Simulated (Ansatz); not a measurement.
C₃H₁₁NSn⁺, that is Sn(NMeEt)H3 with one electron fewer. Total charge 1; doublet. Geometry r2SCAN-D4/def2-SVP, that of the neutral singlet; atoms count from 1.

```xyz
16

Sn   -0.140   -0.918    1.923
N     0.677   -0.047    0.251
C     0.989    1.365    0.305
C     0.267   -0.530   -1.056
C    -1.095   -0.047   -1.561
H     1.740    1.615   -0.471
H     0.127    2.051    0.149
H     1.437    1.623    1.280
H     1.047   -0.235   -1.789
H     0.275   -1.636   -1.040
H    -1.313   -0.453   -2.562
H    -1.907   -0.368   -0.885
H    -1.136    1.052   -1.633
H    -1.727   -0.360    2.308
H     0.928   -0.515    3.200
H    -0.168   -2.595    1.581
```

In the def2 sets Sn takes a core potential; there is no spin–orbit coupling.

Problem. Estimate the Mulliken populations from the PBE0/def2-TZVP orbitals of Ansatz.

Solution. 
| atom | charge (e) | spin (α − β) |
| --- | --- | --- |
| Sn1 | 0.38 | -0.03 |
| N2 | -0.08 | 0.83 |
| C3 | -0.35 | -0.04 |
| C4 | -0.17 | -0.04 |
| C5 | -0.40 | 0.08 |
| H6 | 0.20 | 0.03 |
| H7 | 0.22 | 0.07 |
| H8 | 0.19 | 0.01 |
| H9 | 0.18 | 0.03 |
| H10 | 0.18 | 0.01 |
| H11 | 0.19 | 0.00 |
| H12 | 0.16 | 0.00 |
| H13 | 0.16 | 0.00 |
| H14 | 0.06 | 0.06 |
| H15 | 0.04 | 0.00 |
| H16 | 0.04 | 0.00 |
Mulliken values depend strongly on the basis.

Problem. Where does the spin sit?

Solution. Summed by element: Sn -0.03, N 0.83, C 0.00, H 0.21, of 1 unpaired in all. Largest on single atoms: N2 0.83, C5 0.08, H7 0.07.

Problem. And the Mayer bond orders between heavy atoms (over 0.3)?

Solution. Sn1–N2 0.66 (2.05 Å); N2–C3 0.99 (1.45 Å); N2–C4 0.97 (1.45 Å); C4–C5 0.96 (1.53 Å).
